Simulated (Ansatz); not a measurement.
Harmonic frequencies (cm⁻¹) at PBE0-D4/def2-TZVP from Ansatz: 32, 70, 106, 198, 364, 413, 434, 606, 634, 725, 745, 954, 956, 992, 1002, 1540, 2166, 2204, 2210, 3568, 3685.

Each molecule was computed in one conformer, which needn't be the lowest.

Q: Which molecule is it?
A. `[OH][SnH]1[NH][SiH2]1`
B. `[SiH3][O][Sn][Cl]`
C. `[NH2][Sn][O][SiH3]`
D. `C[CH2][Sn][F]`

A: C.
